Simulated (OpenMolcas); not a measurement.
Ag2+ with 6 ligands (oxide) in trigonal antiprismatic coordination (D3d), a polar angle of 59.7° against the regular 54.74°. A charge of +1.67 e stands 2.6 Å behind each ligand. Ligand basis ANO-RCC-VDZP.

* Program: OpenMolcas 26.06
* Method: SS-CASPT2, IPEA 0.25 Eh, imaginary shift 0.1 Eh (closed shells correlated: 4s 4p and the ligand valence shells)
* Basis: ANO-RCC-VDZP [6s5p3d1f]
* Scalar Hamiltonian: DKH2, point nucleus
* Active space: 9 electrons in 5 orbitals (4d)
* State averaging: 2S+1 = 2 even, 5 roots
* Spin-orbit coupling: state interaction with AMFI integrals over the reference wave functions

All ligands move together. At R = 2.28 Å the first state of the same spin is 8580 cm-1, and at R = 2.41 Å it is 6640 cm-1.

Task: A third run gives 7890 cm-1. What distance was it run at?

Result: With a power law R^-n the two known points give n = -ln(6640 / 8580) / ln(2.41 / 2.28) = 4.62. Then R = 2.28 × (8580 / 7890)^(1/4.62) = 2.322 Å. The run was at 2.32 Å, so the estimate is off by +0.002 Å.

Roots that are degenerate in the reference are averaged as groups; the widest CASPT2 spread within a group is 68 cm-1 (the 2-fold group of multiplicity 2 near 7890 cm-1 above the lowest state of its run, R = 2.32). Shifts and gaps below about the spread of the groups concerned are not significant. Over all roots computed the reference weight is 0.64 in R = 2.28, 0.64 in R = 2.32, 0.64 in R = 2.41; a low but even weight reflects the number of correlated electrons. An orbital doublet at a regular site is open to a Jahn-Teller distortion, which this geometry leaves out. The oxide ions are held by bare point charges, a crude embedding. Ligand-to-metal charge-transfer states are missing. With one d shell and no ligand orbital active, 10Dq can be off by a tenth or more. Free-ion shares, where given, are those of the reference states; single-state CASPT2 does not remix them. No measured value stands beside these numbers; the geometry is a model, was not optimised and need not be the one that this ion takes.
